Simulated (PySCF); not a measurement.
## Atomic charges by several schemes

C6H13ClOSi.
Geometry (GFN2-xTB, Å), atoms numbered from 1 in this order:
```
atom  x, y, z in Å
C1    -3.204   -0.365   -0.640
C2    -2.215    0.183    0.379
Si3   -0.538    0.564   -0.398
C4     0.456   -0.943   -1.002
C5     1.940   -0.582   -0.956
C6     2.384   -0.047    0.400
Cl7    2.039   -1.255    1.672
C8     1.727    1.275    0.786
O9     0.338    1.231    0.807
H10   -4.173   -0.553   -0.180
H11   -3.345    0.342   -1.453
H12   -2.841   -1.297   -1.064
H13   -2.107   -0.532    1.194
H14   -2.619    1.094    0.818
H15   -0.628    1.520   -1.518
H16    0.284   -1.806   -0.358
H17    0.201   -1.250   -2.015
H18    2.550   -1.456   -1.202
H19    2.154    0.195   -1.696
H20    3.469    0.094    0.412
H21    2.056    1.571    1.788
H22    2.062    2.039    0.069
```

Density: PBE0/pcSseg-1 (PySCF); schemes: Mulliken, IAO, Hirshfeld and ESP-fitted. The structure is a single GFN2-xTB conformer in the gas phase; no vibrational or solvent corrections.

**Question.** Give the atomic charges in each scheme.

**Answer.** In e; atoms taken as equivalent share a row and are averaged (×n: the atom named and its like, n in all):

```
       atom                  environment  Mulliken     IAO  Hirshfeld  ESP-fitted
         C1                methyl carbon    -0.305  -0.412     -0.118      -0.174
         C2  sp3 carbon bound to silicon    -0.572  -0.549     -0.158      -0.153
        Si3         oxygen-bound silicon    +0.997  +1.130     +0.411      +0.678
         C4  sp3 carbon bound to silicon    -0.540  -0.571     -0.175      -0.290
         C5              ring CH2 carbon    -0.190  -0.253     -0.074      -0.106
         C6              sp3 C–Cl carbon    -0.317  -0.107     +0.006      -0.189
        Cl7               alkyl chlorine    -0.119  -0.124     -0.055      -0.130
         C8   sp3 carbon bound to oxygen    +0.175  -0.050     -0.001      +0.022
         O9           silyl ether oxygen    -0.621  -0.637     -0.228      -0.480
H10/H11/H12              methyl hydrogen    +0.117  +0.138     +0.039      +0.044
        H13           methylene hydrogen    +0.147  +0.152     +0.043      +0.060
        H14           methylene hydrogen    +0.144  +0.152     +0.042      +0.056
        H15                Si–H hydrogen    -0.117  -0.171     -0.096      -0.156
        H16           methylene hydrogen    +0.155  +0.153     +0.027      +0.106
        H17           methylene hydrogen    +0.143  +0.150     +0.040      +0.074
        H18           methylene hydrogen    +0.140  +0.146     +0.040      +0.091
        H19           methylene hydrogen    +0.129  +0.137     +0.043      +0.089
        H20             methine hydrogen    +0.161  +0.161     +0.049      +0.152
        H21           methylene hydrogen    +0.131  +0.156     +0.043      +0.116
        H22           methylene hydrogen    +0.108  +0.125     +0.040      +0.101
```

Mean size of the charges over all atoms: IAO 0.261 e, Mulliken 0.253 e, ESP-fitted 0.152 e, Hirshfeld 0.082 e. Each set sums to the total charge, 0, to within 0.001 e. The IAO scheme projects the occupied orbitals on a minimal set of polarised atomic orbitals and counts the electrons in each atom's part of it. The Mulliken scheme counts on each atom the diagonal of the density matrix times the overlap matrix over that atom's basis functions.

Some averages cover members that differ in this geometry: H10/H11/H12, ESP-fitted +0.032 to +0.062 e.

Lowest charge. All schemes agree: Mulliken O9 (-0.621); IAO O9 (-0.637); Hirshfeld O9 (-0.228); ESP-fitted O9 (-0.480).

Highest charge. All schemes agree: Mulliken Si3 (+0.997); IAO Si3 (+1.130); Hirshfeld Si3 (+0.411); ESP-fitted Si3 (+0.678).

**Question.** How closely do the schemes follow one another over all atoms?

**Answer.** Correlation coefficient and root-mean-square difference: IAO with Hirshfeld 0.99, 0.240 e; Mulliken with IAO 0.98, 0.078 e; Hirshfeld with ESP-fitted 0.96, 0.103 e; Mulliken with ESP-fitted 0.96, 0.146 e; IAO with ESP-fitted 0.96, 0.167 e; Mulliken with Hirshfeld 0.96, 0.224 e.

**Question.** Sum the charges by element, for elements with more than one atom.

**Answer.** 
```tsv
element	atoms	Mulliken	IAO	Hirshfeld	ESP-fitted
C	6	-1.749	-1.942	-0.519	-0.889
H	13	+1.491	+1.573	+0.390	+0.821
```

**Question.** How many electrons does the IAO scheme count on C5?

**Answer.** Z − q = 6 − (-0.253) = 6.253.

The run behind these numbers computed NMR shieldings as well. The run took 49 s wall on an Arm Neoverse V2 with one thread, shared host, and the process peaked at 1.1 GiB of memory.
